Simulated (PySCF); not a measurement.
# Orbital energies and ionisation energy

Species: C₇H₁₂.
Geometry (PBE0-D3(BJ)/def2-SVP, Å), atoms numbered from 1 in this order:
```xyz
19
C7H12 angstrom
C      0.271    0.635    1.360
C      0.205    0.105    0.131
C      1.425   -0.249   -0.678
C      2.773    0.024   -0.040
C     -1.085   -0.188   -0.561
C     -2.296   -0.664    0.200
C     -2.289    0.703   -0.394
H     -0.629    0.884    1.929
H      1.225    0.842    1.847
H      1.353    0.286   -1.644
H      1.349   -1.319   -0.949
H      2.895   -0.538    0.899
H      3.591   -0.272   -0.714
H      2.901    1.093    0.191
H     -0.958   -0.622   -1.558
H     -2.923   -1.433   -0.260
H     -2.184   -0.760    1.284
H     -2.173    1.560    0.276
H     -2.911    0.897   -1.272
```

Level: CAM-B3LYP/def2-SVPD (PySCF). Frontier orbitals with their largest atomic shares (Löwdin; up to four atoms above 4 %):

```
orbital  ε (eV)                             main atoms
 HOMO−3  -11.06     C5 14 %, C2 14 %, C3 12 %, C1 11 %
 HOMO−2  -10.28     C5 26 %, C7 13 %, C6 13 %, C3 10 %
 HOMO−1   -9.82      C6 28 %, C7 28 %, C5 14 %, C2 7 %
   HOMO   -7.96                                      ?
   LUMO    1.43       C4 14 %, C3 12 %, C1 8 %, C6 6 %
 LUMO+1    1.54       C2 31 %, C1 28 %, H8 7 %, H9 6 %
 LUMO+2    1.86  C4 14 %, H19 10 %, H16 10 %, H15 10 %
```

What vertical ionisation energy does ΔSCF give, and how far is −ε(HOMO) from it?

ΔSCF: 8.65 eV (835 kJ/mol; threshold wavelength 143 nm); ⟨S²⟩ of the doublet left behind is 0.756, against 0.75 for a pure doublet. −ε(HOMO) is 7.96 eV, 0.69 eV below it. In exact Kohn–Sham theory the two would be equal; CAM-B3LYP (range-separated hybrid) falls short of its own ΔSCF value by 8 %. Holes in the HOMO−1 and HOMO−2 were tried too where these lie within 1.2 eV of the HOMO; the lowest converged state counts.

On which atoms does the HOMO lie?

C1 (terminal =CH2 carbon) 35 %, C2 (fully substituted alkene carbon) 26 %, C5 (allylic carbon) 9 %, C7 (three-membered-ring carbon) 6 %, so no atom holds as much as 40 %. The HOMO−1 lies 1.86 eV lower.

Shift the occupied levels rigidly so that −ε(HOMO) equals the ΔSCF value. What binding energies result?

The shift is +0.69 eV: HOMO 8.65, HOMO−1 10.51, HOMO−2 10.97, HOMO−3 11.75 eV. A rigid shift is only a rough guide to the deeper ionisations.

What total energies stand behind the ΔSCF value?

E(N) = -273.56699 Eh and E(N − 1) = -273.24910 Eh at the same geometry, 0.31789 Eh apart.

Geometry: PBE0-D3(BJ)/def2-SVP, one conformer, isolated molecule.
